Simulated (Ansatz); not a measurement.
`CC[SiH](F)I` and `CC[SiH](F)[SiH3]` differ in one atom or group.

Ansatz, PBE0-D4/def2-TZVP geometries, multiplicity 1. Each molecule was computed in one conformer, which needn't be the lowest.

Elements past krypton have def2 core potentials.

| property | `CC[SiH](F)I` |
| --- | --- |
| size of the dipole moment (PBE/def2-TZVPP) / D | 2.06 |
| HOMO–LUMO gap (ωB97M-V/def2-TZVPP) / eV | 11.55 |
| LUMO energy (PBE0/def2-TZVPP) / eV | -0.13 |
| LUMO energy (ωB97M-V/def2-TZVPP) / eV | 1.70 |
| size of the dipole moment (B3LYP/def2-TZVPP) / D | 2.12 |
| LUMO energy (PBE/def2-TZVPP) / eV | -0.99 |

Q: Give the same properties after the change, and the shifts. (An estimate is asked.)

A: The calculation gave: 
```json
{"property": "size of the dipole moment (PBE/def2-TZVPP) / D", "`CC[SiH](F)[SiH3]`": "1.61", "shift": "-0.45"}
{"property": "HOMO–LUMO gap (ωB97M-V/def2-TZVPP) / eV", "`CC[SiH](F)[SiH3]`": "11.56", "shift": "0.01"}
{"property": "LUMO energy (PBE0/def2-TZVPP) / eV", "`CC[SiH](F)[SiH3]`": "-0.23", "shift": "-0.10"}
{"property": "LUMO energy (ωB97M-V/def2-TZVPP) / eV", "`CC[SiH](F)[SiH3]`": "1.54", "shift": "-0.16"}
{"property": "size of the dipole moment (B3LYP/def2-TZVPP) / D", "`CC[SiH](F)[SiH3]`": "1.64", "shift": "-0.48"}
{"property": "LUMO energy (PBE/def2-TZVPP) / eV", "`CC[SiH](F)[SiH3]`": "-1.09", "shift": "-0.10"}
```

With PBE0 the HOMO falls by 0.24 eV and the LUMO falls by 0.10 eV, so the gap widens by about 0.14 eV. PBE moves the HOMO by -0.20 eV and ωB97M-V by -0.17 eV. Dipoles are sizes alone; their direction can turn.

B3LYP here is the variant with VWN-RPA as its local correlation; programs differ in this.
